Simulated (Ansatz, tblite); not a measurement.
Removing and adding an electron: CdMeCl (CH3CdCl). Total charge 0; singlet. Geometry: PBE0-D4/def2-TZVP. Ansatz, gas phase; energy differences of separate SCF runs; the oxidised species was run as a doublet alone; the reduced species was run as a doublet alone.

Cartesian coordinates in Å:
```
Cd 0.683 -0.332 -0.925
C -0.511 0.249 0.693
H -0.077 1.126 1.173
H -0.569 -0.565 1.416
H -1.514 0.490 0.341
Cl 1.989 -0.969 -2.699
```

In the def2 sets Cd takes a core potential; there is no spin–orbit coupling. The xTB rows come from tblite. HOMO above LUMO, or a gap near zero within one spin, warns that the state may not be the lowest or that an electron is smeared out.

| level | −HOMO (eV) | vertical IE (eV) | −LUMO (eV) | vertical EA (eV) | HOMO–LUMO gap (eV) | IE − EA (eV) | remarks |
| --- | --- | --- | --- | --- | --- | --- | --- |
| GFN1-xTB | 11.41 | 13.96 | 6.53 | 3.98 | 4.88 | 9.98 | – |
| GFN2-xTB | 10.58 | 13.71 | 6.00 | 2.55 | 4.58 | 11.15 | – |
| PBE-D4/def2-TZVP | 6.96 | 10.14 | 1.66 | – | 5.30 | – | gap within one spin near zero (+1 doublet) |
| PBE0-D4/def2-TZVP | 8.29 | 10.35 | 0.83 | – | 7.46 | – | – |

Problem. Estimate the rows for PBE-D4/def2-TZVPD, r2SCAN-D4/def2-TZVP, r2SCAN-D4/def2-TZVPD, PBE0-D4/def2-TZVPD.

Solution. 
```csv
level,−HOMO (eV),vertical IE (eV),−LUMO (eV),vertical EA (eV),HOMO–LUMO gap (eV),IE − EA (eV),remarks
PBE-D4/def2-TZVPD,7.02,–,1.74,-0.34,5.28,–,HOMO above zero (-1 doublet)
r2SCAN-D4/def2-TZVP,7.28,10.21,1.37,–,5.92,–,–
r2SCAN-D4/def2-TZVPD,7.33,–,1.42,-0.47,5.90,–,HOMO above zero (-1 doublet)
PBE0-D4/def2-TZVPD,8.31,–,0.93,-0.48,7.38,–,HOMO above zero (-1 doublet)
```

   A HOMO above zero means that the electron is unbound at that level or that self-interaction error raises the level; the energy of removing that electron tells which. Raw xTB energy differences between charge states are shifted by several eV; the methods need an empirical correction for them. A negative affinity means that the extra electron isn't bound; its size then hangs on the basis.
